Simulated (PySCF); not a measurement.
C4H4N2O.
SMILES with atom numbers: `[H]/[N:1]=[CH:2]/[c:3]1[cH:4][o:5][cH:6][n:7]1`

NICS is the negative of the GIAO shielding at a point without a nucleus: at the ring centre (0) and 1 Å above and below it (1); zz is the component along the ring normal. Level: GIAO PBE0/pcSseg-1 (PySCF, non-relativistic, gas phase) on the GFN2-xTB geometry, one conformer.

Ring bond lengths (Å), with Mayer bond orders in brackets: C3–C4 1.371 (1.54), C4–O5 1.342 (1.07), O5–C6 1.342 (1.10), C6–N7 1.287 (1.72), N7–C3 1.374 (1.25).

Task: Give the NICS values of each ring in ppm.

Result: 
```tsv
ring	type	NICS(0)	NICS(1), two faces	NICS(1)zz, two faces	rms pucker (Å)	centre to ring atoms, mean (Å)
C3–C4–O5–C6–N7	5-membered ring with N and O; formal bonds all aromatic	-11.3	-10.4 / -10.4	-27.5 / -27.5	0.00	1.14
```

Task: What can be read from them?

Result: 
- C3–C4–O5–C6–N7: mean NICS(1)zz -27.5 ppm, shielded. For a flat ring without four-coordinate atoms the NICS criterion counts such a value as aromatic.

Task: How equal are the bonds by HOMA? HOMA takes Krygowski's 1993 parameters.

Result: 
- C3–C4–O5–C6–N7: HOMA 0.54; the largest term is that of O5–C6, α(R − Ropt)² = 0.93.

Task: What is the mean of the two in-plane components of NICS at the first NICS(1) probe listed for ring C3–C4–O5–C6–N7, 1 Å off the ring?

Result: The isotropic value is a third of the trace: (3 × -10.4 − (-27.5))/2 = -1.9 ppm.

Conformer computed: `[H]/[N:1]=[CH:2]/[c:3]1[cH:4][o:5][cH:6][n:7]1`: N1–C2–C3–C4 0°.
